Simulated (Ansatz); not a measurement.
(MgSe)5 ring (Mg5Se5). The state is a singlet with charge 0. Geometry PBE-D4/def2-SVP.

Cartesian coordinates in Å:
```
Mg -0.2752 -2.8065 -1.4763
Se -2.0332 -3.5697 0.0029
Mg -2.1800 -1.7205 1.5583
Se -2.5237 -0.0200 3.2466
Mg -1.0370 1.7247 2.4680
Se 0.3666 3.6176 1.9138
Mg 1.4871 2.8139 -0.0760
Se 2.7311 2.2630 -2.0785
Mg 2.0052 -0.0122 -2.4745
Se 1.4592 -2.2903 -3.0844
```

The 6-31G sets use Cartesian d functions. B3LYP takes the VWN-RPA correlation.

(1) Estimate the orbital energies around the gap (eV) in Ansatz with HF/6-31G, PBE-D4/def2-SVP, PBE-D4/def2-TZVP, r2SCANh-D4/def2-TZVP, B3LYP-D4/6-31G.

Results:

(1) 
| orbital | HF/6-31G | PBE-D4/def2-SVP | PBE-D4/def2-TZVP | r2SCANh-D4/def2-TZVP | B3LYP-D4/6-31G |
| --- | --- | --- | --- | --- | --- |
| HOMO−9 | -10.60 | -6.87 | -6.84 | -7.51 | -7.95 |
| HOMO−8 | -10.38 | -6.79 | -6.77 | -7.43 | -7.81 |
| HOMO−7 | -10.38 | -6.79 | -6.77 | -7.43 | -7.81 |
| HOMO−6 | -9.89 | -6.49 | -6.50 | -7.14 | -7.36 |
| HOMO−5 | -9.79 | -6.49 | -6.50 | -7.14 | -7.36 |
| HOMO−4 | -9.78 | -6.06 | -6.10 | -6.77 | -7.13 |
| HOMO−3 | -9.66 | -5.93 | -5.99 | -6.65 | -6.95 |
| HOMO−2 | -9.65 | -5.93 | -5.98 | -6.65 | -6.95 |
| HOMO−1 | -9.28 | -5.71 | -5.80 | -6.46 | -6.64 |
| HOMO | -9.28 | -5.71 | -5.80 | -6.45 | -6.64 |
| LUMO | -1.37 | -3.28 | -3.39 | -3.18 | -3.26 |
| LUMO+1 | 0.26 | -2.34 | -2.40 | -1.92 | -2.25 |
| LUMO+2 | 0.27 | -2.29 | -2.40 | -1.92 | -2.25 |
| LUMO+3 | 0.37 | -2.29 | -2.36 | -1.83 | -2.11 |
| LUMO+4 | 0.77 | -1.32 | -1.39 | -1.01 | -1.02 |
| LUMO+5 | 1.41 | -1.32 | -1.34 | -0.83 | -1.00 |
